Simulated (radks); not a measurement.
All-electron atom: the tin ion Sn+ in [Kr] 4d8 5s1 5p4 (not the ground configuration). All-electron calculation, scalar-relativistic Kohn-Sham, SCAN, spin-polarised, spherical densities, finite nucleus; open shells are filled with parallel spins first (spin-orbit coupling, left out, can overturn this in heavy ions); meta-GGA in the generalised Kohn-Sham scheme; Fermi nuclear charge, rms radius 4.6519 fm. Program: a radial shooting solver on a logarithmic mesh with Libxc functionals.

Unscreened Slater integrals over Kohn-Sham orbitals (hartree). They are taken over the spin-up orbitals.

\begin{tabular}{lr}
integral & value \\ \hline
F0(5p,5p) & 0.36346 \\
F2(5p,5p) & 0.19649 \\
F0(5p,5s) & 0.39090 \\
G1(5p,5s) & 0.25969 \\
F0(5p,4d) & 0.45365 \\
F2(5p,4d) & 0.12813 \\
G1(5p,4d) & 0.042588 \\
G3(5p,4d) & 0.038735 \\
F0(5p,4p) & 0.46202 \\
F2(5p,4p) & 0.10722 \\
G0(5p,4p) & 0.020801 \\
G2(5p,4p) & 0.026780 \\
F0(5s,5s) & 0.42797 \\
F0(5s,4d) & 0.52189 \\
G2(5s,4d) & 0.069083 \\
F0(5s,4p) & 0.53407 \\
G1(5s,4p) & 0.036942 \\
F0(4d,4d) & 0.86970 \\
F2(4d,4d) & 0.43986 \\
F4(4d,4d) & 0.29115 \\
F0(4d,4p) & 0.94016 \\
F2(4d,4p) & 0.47638 \\
G1(4d,4p) & 0.60493 \\
G3(4d,4p) & 0.37403 \\
F0(4p,4p) & 1.0306 \\
F2(4p,4p) & 0.54288 \\
\end{tabular}

Derived for the open shells (J is the average intra-shell exchange parameter used in DFT+U). 4d: Racah B = F2/49 - 5 F4/441 = 0.005676 hartree, C = 35 F4/441 = 0.02311 hartree, C/B = 4.07, F4/F2 = 0.662, J = (F2 + F4)/14 = 0.05221 hartree. 5p: J = F2/5 = 0.03930 hartree.
